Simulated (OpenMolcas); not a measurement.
Os5+ among 5 point charges of -1.5 e arranged as a trigonal bipyramid (D3h), 2.34 Å from the ion, with the axial distance 2.644 Å.

```
Program             : OpenMolcas
Method              : CASSCF
Basis               : ANO-RCC-VDZP [7s6p4d2f1g]
Scalar Hamiltonian  : DKH2, point nucleus
Active space        : 3 electrons in 5 orbitals (5d)
State averaging     : 2S+1 = 4 even, 10 roots; 2S+1 = 2 even, 40 roots
Spin-orbit coupling : RASSI with atomic mean-field integrals over the reference wave functions
```

(1) What is the spin-free ground state (labels of D3, the rotations of D3h)?

(2) Where is the first state of the same spin?

(3) What are the lowest two levels with spin-orbit coupling?

(4) What is χT at 300 K?

Results:

(1) 4E, 2-fold in its orbital part, 100 % from free-ion F terms; it has the highest spin that d3 allows.

(2) 4E at 1740 cm-1 above the ground state.

(3) A 2-fold level E3/2 with g = 0.00, 0.00, 1.56, then a 2-fold level E1/2 116.9 cm-1 above it. Their leading multiplicities are 4 (84 %) and 4 (85 %).

(4) 0.12 cm3 K/mol.

Spin-orbit coupling mixes the spin-free states strongly: the lowest level takes only 30 % from its leading state, 4E. Without dynamic correlation the repulsion within the d shell is too large (B by tens of per cent), so at a given field states of lower spin stand too high. The ground term spreads over less than 5000 cm-1, several times less than with real ligands, so orbital moments are less quenched and χT lies further from the spin-only value than at real sites. Point charges carry no covalency, so the field is a model and not that of real ligands. No measured value stands beside these numbers.
